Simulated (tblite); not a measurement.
C6H8ClO (doublet state).
Z-matrix (Å and degrees, GFN2-xTB geometry), rows numbered from 1:
```
O 
C   1  1.3875
C   2  1.5244  1  117.84
C   3  1.4876  2  102.97  1   150.37
Cl  4  1.7017  3  121.57  2  -175.55
C   4  1.4898  3  113.73  2   -14.86
C   2  1.5044  1  120.71  3   137.53
C   2  1.5032  1  120.51  3  -151.29
H   1  0.9645  2  109.50  3    78.65
H   3  1.0994  2  109.46  1    30.69
H   3  1.0961  2  112.67  1   -88.39
H   6  1.0983  4  111.89  3  -103.85
H   6  1.0955  4  111.91  3   136.21
H   7  1.0786  2  120.73  8  -107.58
H   8  1.0796  2  117.41  7   107.20
H   8  1.0792  2  118.45  7  -108.10
```

Computed values, GFN2-xTB/tblite, gas phase, harmonic and unscaled. The method is semi-empirical: single wavenumbers can be off by several per cent or more. One conformer, not necessarily the lowest. Open shells enter through the occupations alone, without spin polarisation, and single modes of such species can be off by tens of per cent.

Harmonic wavenumbers (cm⁻¹): 62.8, 189.0, 217.2, 223.8, 252.9, 346.6, 377.5, 399.3, 468.8, 569.4, 758.5, 792.7, 855.4, 890.8, 914.6, 931.3, 962.4, 1016.4, 1034.6, 1054.6, 1058.2, 1084.7, 1110.9, 1131.6, 1212.5, 1223.1, 1233.4, 1271.1, 1278.3, 1288.0, 1386.4, 1447.9, 1453.1, 1465.3, 2855.9, 2861.7, 2912.0, 2920.6, 3085.3, 3092.3, 3106.4, 3517.0.

A = 3943, B = 1079, C = 948.4 MHz; mass 131.026 u (most abundant isotopes); point group C1, symmetry number 1; spin multiplicity 2.

**Question.** Zero-point energy?

**Answer.** Half the sum of the wavenumbers: 27157 cm⁻¹ = 324.87 kJ/mol.

**Question.** What is S at 298.15 K and 1 bar for an ideal gas of classical rigid rotors and harmonic oscillators?

**Answer.** Translation 169.66, rotation 120.36, vibration 77.67, spin (R ln 2) 5.76: S = 373.5 J/(mol K).

**Question.** And Cp and H(298.15 K) − H(0)?

**Answer.** Cp = 131.97 J/(mol K), of which vibrations give 98.71 (their classical limit is 42 R = 349.2); H(298.15 K) − H(0) = 23.31 kJ/mol without the zero-point energy, 13.39 from vibrations.

**Question.** How do the functions run with temperature in this model?

**Answer.** 
```json
{"T (K)": "100", "S (J/(mol K))": "276.0", "Cp (J/(mol K))": "60.4", "H − H(0) (kJ/mol)": "4.38", "G − H(0) (kJ/mol)": "-23.21", "ln q(vib)": "0.72"}
{"T (K)": "200", "S (J/(mol K))": "328.7", "Cp (J/(mol K))": "95.2", "H − H(0) (kJ/mol)": "12.19", "G − H(0) (kJ/mol)": "-53.55", "ln q(vib)": "2.23"}
{"T (K)": "300", "S (J/(mol K))": "374.3", "Cp (J/(mol K))": "132.7", "H − H(0) (kJ/mol)": "23.55", "G − H(0) (kJ/mol)": "-88.73", "ln q(vib)": "3.97"}
{"T (K)": "500", "S (J/(mol K))": "459.3", "Cp (J/(mol K))": "202.4", "H − H(0) (kJ/mol)": "57.42", "G − H(0) (kJ/mol)": "-172.21", "ln q(vib)": "7.78"}
{"T (K)": "800", "S (J/(mol K))": "569.7", "Cp (J/(mol K))": "266.0", "H − H(0) (kJ/mol)": "128.66", "G − H(0) (kJ/mol)": "-327.10", "ln q(vib)": "13.65"}
{"T (K)": "1000", "S (J/(mol K))": "632.0", "Cp (J/(mol K))": "292.3", "H − H(0) (kJ/mol)": "184.64", "G − H(0) (kJ/mol)": "-447.41", "ln q(vib)": "17.40"}
```

q(vib) and H(0) count from the zero-point level.

**Question.** What must be added to the electronic energy to get the Gibbs energy at 298.15 K and 1 bar?

**Answer.** ZPE + [H(298.15 K) − H(0)] − T·S = 324.87 + 23.31 − 111.35 = 236.83 kJ/mol.

Hindered rotation and anharmonicity are outside this model. Other conformers, if any are populated, would add a mixing term that is left out. The structure is chiral; the term R ln 2 for an equal mix with its mirror image is left out.
